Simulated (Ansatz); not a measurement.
SiGeH3Cl3⁻, that is Ge(SiH3)Cl3 with one electron more. The state is a doublet with charge -1. Geometry PBE-D4/def2-SVP, that of the neutral singlet; atoms count from 1.

| atom | x (Å) | y (Å) | z (Å) |
| --- | --- | --- | --- |
| Ge1 | -0.247 | 0.665 | 0.800 |
| Si2 | 0.305 | -0.824 | -0.990 |
| H3 | 0.145 | -2.225 | -0.480 |
| H4 | 1.725 | -0.547 | -1.386 |
| H5 | -0.641 | -0.543 | -2.120 |
| Cl6 | 0.958 | 0.263 | 2.564 |
| Cl7 | -2.334 | 0.473 | 1.376 |
| Cl8 | 0.088 | 2.738 | 0.237 |

The highest occupied level of the charge -1 doublet lies above zero (up to 1.03 eV). By energy differences its removal costs 0.42 eV (vertical, to the charge 0 singlet, at PBE0-D4/def2-TZVPD); a positive level beside a positive removal energy at the same level points to self-interaction error.

Question: Estimate the Mulliken populations from the PBE0/def2-TZVPD orbitals of Ansatz.

Answer: 
```
atom  charge (e)  spin (α − β)
 Ge1        0.71          0.38
 Si2       -0.13          0.33
  H3       -0.02          0.01
  H4       -0.02          0.01
  H5       -0.02          0.01
 Cl6       -0.51          0.08
 Cl7       -0.51          0.08
 Cl8       -0.51          0.08
```
Mulliken values and Mayer orders depend strongly on the basis. With diffuse functions, as here, like atoms can get unlike values, and bond orders can come out too low or too high.

Question: Where does the spin sit?

Answer: Summed by element: Ge 0.38, Si 0.33, H 0.04, Cl 0.24, of 1 unpaired in all. Largest on single atoms: Ge1 0.38, Si2 0.33, Cl7 0.08.

Question: And the Mayer bond orders between bonded heavy atoms (over 0.3)?

Answer: Ge1–Si2 1.05 (2.39 Å); Ge1–Cl6 0.64 (2.17 Å); Ge1–Cl7 0.64 (2.17 Å); Ge1–Cl8 0.64 (2.17 Å).
